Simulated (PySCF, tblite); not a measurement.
Isomers of C6H9O2 (doublet state), one GFN2-xTB conformer each. Single-point energies are computed at B3LYP/pcH-1 (PySCF, gas phase, no added dispersion term), electronic only. GFN2-xTB treats the open shell by occupation alone, and not every SCF solution was tested for stability.

**Question.** Rank them by B3LYP/pcH-1 energy, lowest first (kJ/mol).
A. `[CH2:1]/[C:2](=[CH:3]\[O:4][CH:5]=[O:6])[CH2:7][CH3:8]` (doublet state) with H–C1–C2–C3 0° and 180°, C2–C3–O4–C5 180°, C3–O4–C5–O6 0°, C1–C2–C7–C8 -95°
B. `[CH3:1][CH:2]/[C:3]([CH3:4])=[CH:5]/[O:6][CH:7]=[O:8]` (doublet state) with C1–C2–C3–C4 0°, C3–C5–O6–C7 180°, C5–O6–C7–O8 0°
C. `[CH3:1][O:2][C:3](=[O:4])[C@@H:5]1[CH:6][CH2:7][CH2:8]1` (doublet state) with C1–O2–C3–O4 -2°, O2–C3–C5–C6 -92°

**Answer.** B (0.0), A (9.4), C (90.0).

As drawn, the highest has a four-membered ring, which the lowest lacks. Neighbours under 21 kJ/mol apart (C[CH]/C(C)=C/OC=O and [CH2]/C(=C\OC=O)CC) can change places with a better method, another conformer or zero-point energy. GFN2-xTB itself gives, in the same order: 0.0, 18.9, 48.6. Both levels put the same isomer lowest; measured from each level's own lowest isomer, the values differ by up to 41.4 kJ/mol (COC(=O)[C@@H]1[CH]CC1: 48.6 against 90.0).

**Question.** What happens when harmonic zero-point energies from GFN2-xTB frequencies are added?

**Answer.** 
```json
{"SMILES": "C[CH]/C(C)=C/OC=O", "ZPE (kJ/mol)": "352.0", "electronic (kJ/mol)": "0.0", "with ZPE (kJ/mol)": "0.0"}
{"SMILES": "[CH2]/C(=C\\OC=O)CC", "ZPE (kJ/mol)": "353.9", "electronic (kJ/mol)": "9.4", "with ZPE (kJ/mol)": "11.4"}
{"SMILES": "COC(=O)[C@@H]1[CH]CC1", "ZPE (kJ/mol)": "354.8", "electronic (kJ/mol)": "90.0", "with ZPE (kJ/mol)": "92.9"}
```

The zero-point energies span 2.8 kJ/mol. The order is unchanged.

**Question.** As an exercise, what shares would exp(−E/RT) give at 298.15 K from these electronic energies alone (no entropy, no degeneracies)?

**Answer.** RT = 2.479 kJ/mol: C[CH]/C(C)=C/OC=O 97.8 %, [CH2]/C(=C\OC=O)CC 2.2 %, COC(=O)[C@@H]1[CH]CC1 under 0.1 %.
